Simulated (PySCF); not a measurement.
This PySCF input asks for the NMR shieldings of `FC[Si@@H]1C[C@H](C[SiH3])[SiH2]1`, C$_{4}$H$_{13}$FSi$_{3}$; the geometry comes from GFN2-xTB.

```python
import basis_set_exchange as bse
import numpy as np
from pyscf import gto, dft
from pyscf.prop import nmr

atoms = """
F    -4.443945   -0.538177    0.035923
C    -3.183078   -0.993453    0.372999
Si   -1.899942   -0.312618   -0.890866
C    -0.096072   -0.795357   -0.429796
C     0.613853    0.563634   -0.641302
C     1.745436    0.825064    0.345946
Si    3.154319   -0.452260    0.255719
Si   -0.902300    1.771657   -0.613720
H    -3.244020   -2.084844    0.375194
H    -3.000652   -0.654192    1.395390
H    -2.342038   -0.824257   -2.197821
H     0.363422   -1.594850   -1.007817
H    -0.020288   -1.088826    0.618735
H     1.039397    0.570151   -1.650995
H     2.156401    1.818892    0.150283
H     1.337692    0.858264    1.359407
H     3.600176   -0.564352   -1.135429
H     2.709173   -1.765917    0.726672
H     4.268831   -0.005505    1.095437
H    -1.023971    2.475154    0.671177
H    -0.841315    2.808732   -1.649041
"""
names = dict.fromkeys(["F", "C", "Si", "H"], "pcSseg-1")
basis = {el: gto.basis.parse(bse.get_basis(n, elements=[el], fmt="nwchem")) for el, n in names.items()}
mol = gto.M(atom=atoms, basis=basis, charge=0, verbose=0)
mf = dft.RKS(mol, xc="PBE0")
mf.grids.level = 2
mf.grids.alignment = dft.numint.BLKSIZE   # the property module wants whole blocks of grid points
mf.conv_tol = 1e-9
mf.kernel()

calc = nmr.RKS(mf)   # GIAO
C = mf.mo_coeff
Co = C[:, mf.mo_occ > 0]
resp = mf.gen_response(singlet=True, hermi=2)
def vind(x):   # induced exchange potential for any number of trial vectors
    d = np.einsum("pi,xij,qj->xpq", C, 2 * x.reshape(-1, C.shape[1], Co.shape[1]), Co, optimize=True)
    return np.einsum("xpq,pi,qj->xij", resp(d - d.transpose(0, 2, 1)), C, Co, optimize=True).ravel()
mo1, _ = nmr.rhf.solve_mo1(calc, with_cphf=vind)
sigma = calc.kernel(mo1)
for i, s in enumerate(sigma):   # ppm
    w = np.linalg.eigvalsh((s + s.T) / 2)
    print("%2d %-2s iso %8.1f  s11 %8.1f  s22 %8.1f  s33 %8.1f" % (i, mol.atom_pure_symbol(i), w.mean(), *w))
```

Q: Give the expected output.

A: 
```
 0 F  iso    472.0  s11    431.5  s22    480.6  s33    504.0
 1 C  iso    107.0  s11     56.3  s22     82.5  s33    182.1
 2 Si iso    386.9  s11    342.9  s22    398.3  s33    419.6
 3 C  iso    165.8  s11    147.3  s22    159.6  s33    190.4
 4 C  iso    162.0  s11    144.8  s22    164.7  s33    176.4
 5 C  iso    164.9  s11    149.3  s22    156.3  s33    189.0
 6 Si iso    424.8  s11    386.2  s22    419.3  s33    468.8
 7 Si iso    388.3  s11    342.1  s22    354.6  s33    468.4
 8 H  iso     26.6  s11     22.5  s22     27.6  s33     29.7
 9 H  iso     26.6  s11     22.3  s22     27.3  s33     30.3
10 H  iso     26.7  s11     23.4  s22     25.6  s33     31.2
11 H  iso     29.9  s11     24.8  s22     29.0  s33     35.9
12 H  iso     31.0  s11     26.8  s22     32.0  s33     34.0
13 H  iso     29.8  s11     26.8  s22     29.4  s33     33.2
14 H  iso     30.5  s11     24.8  s22     29.4  s33     37.3
15 H  iso     30.7  s11     26.2  s22     31.1  s33     34.9
16 H  iso     28.1  s11     24.7  s22     26.4  s33     33.2
17 H  iso     27.8  s11     23.9  s22     27.4  s33     31.9
18 H  iso     27.9  s11     24.4  s22     25.4  s33     33.9
19 H  iso     27.2  s11     24.6  s22     26.0  s33     31.2
20 H  iso     27.0  s11     23.7  s22     24.8  s33     32.4
```

These numbers come from an equivalent density-fitted implementation of the same equations, which agrees with the script to about 0.01 ppm for H and up to a few tenths of a ppm for heavy atoms, so last digits may differ.

Q: Turn these shieldings into chemical shifts. Chemical shifts δ = σref − σ; ¹⁹F (170.95 ppm) vs CFCl3; ¹³C (186.93 ppm) and ²⁹Si (349.16 ppm) and ¹H (31.72 ppm) vs TMS, all at this level.

A: Averaging equivalent atoms: F 0: -301.1; C 1: 80.0; C 4: 25.0; C 5: 22.1; C 3: 21.2; Si 2: -37.8; Si 7: -39.2; Si 6: -75.6; H 8: 5.13; H 9: 5.09; H 10: 5.01; H 20: 4.74; H 19: 4.47; H 16/17/18: 3.80; H 13: 1.90; H 11: 1.83; H 14: 1.20; H 15: 1.01; H 12: 0.77 ppm. Unscaled 19F shifts against computed CFCl3 carry errors that often reach 10 to 50 ppm.

Size and cost of the density-fitted run: 222 basis functions, 2.8 min wall time (2.4 min CPU) on 1 thread of an Intel Xeon, shared host; peak memory 1.1 GiB.
